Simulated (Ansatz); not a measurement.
Ansatz (a first-principles code) input file for Ga(Me)2(Cl) (C2H6ClGa), SMILES [Ga]([Cl])([CH3])[CH3], PBE-D3(BJ)/def2-SVP. 

Ansatz 0.2 input:
```yaml
crystal:
  periodic: [false, false, false]
  atoms:
    - {symbol: Ga, position_ang: [-0.00000000, -0.00000000, -0.33567002]}
    - {symbol: C, position_ang: [0.00018259, 1.80094616, -1.13006650]}
    - {symbol: H, position_ang: [0.88124328, 2.35803229, -0.77385991]}
    - {symbol: H, position_ang: [0.01201544, 1.77201777, -2.22963267]}
    - {symbol: H, position_ang: [-0.89483238, 2.34822146, -0.79364301]}
    - {symbol: C, position_ang: [-0.00018258, -1.80094614, -1.13006654]}
    - {symbol: H, position_ang: [0.89483239, -2.34822143, -0.79364305]}
    - {symbol: H, position_ang: [-0.88124328, -2.35803227, -0.77385996]}
    - {symbol: H, position_ang: [-0.01201543, -1.77201772, -2.22963271]}
    - {symbol: Cl, position_ang: [0.00000000, -0.00000001, 1.85652001]}
basis:
  gaussian:
    orbitals: def2-SVP
hamiltonian:
  xc: pbe
  dispersion: d3bj
relax: {f_tol: 0.002, max_steps: 200}
```

It prints:

```
WARN ansatz: RAYON_NUM_THREADS=1 ignored (pool sized by the plan → 1); use --threads N
Functional definition: PBE
integrals: 0.06 GiB planned
1214 factors; their error is unknown
mean field: 0.30 GiB planned
mean field evaluation 1: about -67030.8995 eV, gradient 8.1e1 eV
mean field evaluation 2: about -67009.1001 eV, gradient 1.2e2 eV
mean field evaluation 4: about -67045.8972 eV, gradient 6.4e0 eV
mean field evaluation 8: about -67045.9956 eV, gradient 1.7e-1 eV
mean field evaluation 16: about -67045.9427 eV, gradient 5.3e-5 eV
mean field -67045.94270112 eV, -2463.8929488939 hartree, gradient 4.6e-5 eV, S^2 0.000000; 0 other end points of the search recorded, 0 dependent functions left out
the calculation of the forces begins
reference -67045.94273896 eV, -2463.8929502846 hartree; 33, 33 occupied and 75, 75 virtual orbitals, 1214 factors
relax step   1: F+E_penalty+E_count = -67046.12344453 eV  Δ(F+E_penalty+E_count) = +0.000e0 eV  max|allowed force component| = 2.332e-1 eV/Å  Δτ_max = 0.0000 Å  (28 SCF iters, accepted)
these checks for a lower state are left out or cut short: starts, cluster_reference, orbital_swaps, neighbouring_geometries, increment
integrals: 0.06 GiB planned
1214 factors; their error is unknown
mean field: 0.30 GiB planned
mean field -67045.94739042 eV, -2463.8931212225 hartree, gradient 2.2e-5 eV, S^2 0.000000; 0 other end points of the search recorded, 0 dependent functions left out
the calculation of the forces begins
reference -67045.94742826 eV, -2463.8931226132 hartree; 33, 33 occupied and 75, 75 virtual orbitals, 1214 factors
relax step   2: F+E_penalty+E_count = -67046.12806568 eV  Δ(F+E_penalty+E_count) = -4.621e-3 eV  max|allowed force component| = 6.421e-2 eV/Å  Δτ_max = 0.0062 Å  (31 SCF iters, accepted)
these checks for a lower state are left out or cut short: starts, cluster_reference, orbital_swaps, neighbouring_geometries, increment
integrals: 0.06 GiB planned
1214 factors; their error is unknown
mean field: 0.30 GiB planned
mean field evaluation 32: about -67045.9478 eV, gradient 1.3e-5 eV
mean field -67045.94783429 eV, -2463.8931375344 hartree, gradient 1.3e-5 eV, S^2 0.000000; 0 other end points of the search recorded, 0 dependent functions left out
the calculation of the forces begins
reference -67045.94787213 eV, -2463.8931389251 hartree; 33, 33 occupied and 75, 75 virtual orbitals, 1214 factors
relax step   3: F+E_penalty+E_count = -67046.12843907 eV  Δ(F+E_penalty+E_count) = -3.734e-4 eV  max|allowed force component| = 7.074e-3 eV/Å  Δτ_max = 0.0040 Å  (24 SCF iters, accepted)
these checks for a lower state are left out or cut short: starts, cluster_reference, orbital_swaps, neighbouring_geometries, increment
integrals: 0.06 GiB planned
1214 factors; their error is unknown
mean field: 0.30 GiB planned
mean field -67045.94783504 eV, -2463.8931375622 hartree, gradient 9.7e-6 eV, S^2 0.000000; 0 other end points of the search recorded, 0 dependent functions left out
the calculation of the forces begins
reference -67045.94787288 eV, -2463.8931389528 hartree; 33, 33 occupied and 75, 75 virtual orbitals, 1214 factors
relax step   4: F+E_penalty+E_count = -67046.12844318 eV  Δ(F+E_penalty+E_count) = -4.108e-6 eV  max|allowed force component| = 2.255e-3 eV/Å  Δτ_max = 0.0011 Å  (21 SCF iters, accepted)
these checks for a lower state are left out or cut short: starts, cluster_reference, orbital_swaps, neighbouring_geometries, increment
integrals: 0.06 GiB planned
1214 factors; their error is unknown
mean field: 0.30 GiB planned
mean field -67045.94782705 eV, -2463.8931372683 hartree, gradient 8.6e-6 eV, S^2 0.000000; 0 other end points of the search recorded, 0 dependent functions left out
the calculation of the forces begins
reference -67045.94786489 eV, -2463.8931386588 hartree; 33, 33 occupied and 75, 75 virtual orbitals, 1214 factors
relax step   5: F+E_penalty+E_count = -67046.12844412 eV  Δ(F+E_penalty+E_count) = -9.432e-7 eV  max|allowed force component| = 8.978e-4 eV/Å  Δτ_max = 0.0008 Å  (21 SCF iters, accepted)
integrals: 0.06 GiB planned
1214 factors; their error is unknown
mean field: 0.30 GiB planned
mean field evaluation 64: about -67045.9478 eV, gradient 1.3e-4 eV
mean field -67045.94782705 eV, -2463.8931372683 hartree, gradient 8.5e-6 eV, S^2 0.000000; 1 other end points of the search recorded, 0 dependent functions left out
the calculation of the forces begins
reference -67045.94786489 eV, -2463.8931386588 hartree; 33, 33 occupied and 75, 75 virtual orbitals, 1214 factors
Total energy: -67046.12848196 eV, -2463.8997762141 hartree
Atom 0 at     0.000000     0.000000    -0.340948 Å, force     0.000000    -0.000000    -0.000528 eV/Å
Atom 1 at     0.000089     1.803366    -1.130023 Å, force    -0.000115     0.000898    -0.000249 eV/Å
Atom 2 at     0.886872     2.362207    -0.768808 Å, force    -0.000233    -0.000259    -0.000032 eV/Å
Atom 3 at     0.011332     1.777679    -2.236732 Å, force     0.000008    -0.000152     0.000398 eV/Å
Atom 4 at    -0.900057     2.352827    -0.787649 Å, force     0.000313    -0.000248     0.000017 eV/Å
Atom 5 at    -0.000089    -1.803366    -1.130023 Å, force     0.000115    -0.000898    -0.000249 eV/Å
Atom 6 at     0.900057    -2.352827    -0.787649 Å, force    -0.000313     0.000248     0.000017 eV/Å
Atom 7 at    -0.886872    -2.362207    -0.768808 Å, force     0.000233     0.000259    -0.000032 eV/Å
Atom 8 at    -0.011332    -1.777679    -2.236732 Å, force    -0.000008     0.000152     0.000398 eV/Å
Atom 9 at    -0.000000    -0.000000     1.853817 Å, force     0.000000     0.000000     0.000261 eV/Å
Dipole moment:     0.000000     0.000000    -0.541831 e Å
```

Self-consistency was reached.
